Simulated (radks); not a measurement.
Spherical quantum dot in the effective-mass picture: electrons in a hard-walled sphere of radius 5.88, with a point charge +2 (a donor) at the centre, all in effective atomic units (hartree* = m*/eps^2 hartree, bohr* = eps/m* bohr), one dielectric constant everywhere. Method: non-relativistic Kohn-Sham, r2SCAN, spin-polarised, spherical densities, generalised Kohn-Sham scheme; computed with a radial shooting solver with Libxc functionals. Levels are named by radial order and angular momentum (1s, 1p, 1d, 2s, ...), and open shells are averaged over m.

N = 19, configuration 1s2 1p6 1d(up 5, down 4) 2s2. This is the lowest configuration that the search found. Occupied and some empty levels:

level    occupation  eigenvalue (hartree*)  <r> (bohr*)
1s up             1                 3.5334        1.337
1s down           1                 3.5343        1.299
2s up             1                 3.7035        3.781
2s down           1                 3.7125        3.813
1p up             3                 3.7428        4.188
1p down           3                 3.7531        4.183
1d up             5                 3.8755        4.301
1d down           4                 3.8868        4.298
1f up             0                 4.0596        4.397
1f down           0                 4.0721        4.395
1g up             0                 4.2912        4.480
1g down           0                 4.3051        4.479
2p up             0                 4.4858        2.923
2p down           0                 4.4926        2.912

Energy (hartree*): total 31.9870, kinetic 11.013, external -15.109, Hartree 41.828, exchange-correlation -5.7442.

Electron density:

r (bohr*)  n(r) (e/bohr*^3)
0.164                 1.933
0.457                0.6394
0.749                0.2277
1.04                0.08675
1.33                0.03550
1.63                0.01654
1.92                0.01027
2.21               0.009492
2.51                0.01159
2.80                0.01557
3.09                0.02087
3.38                0.02698
3.68                0.03305
3.97                0.03763
4.26                0.03914
4.56                0.03617
4.85                0.02836
5.14                0.01746
5.43               0.006995
5.73              0.0008270
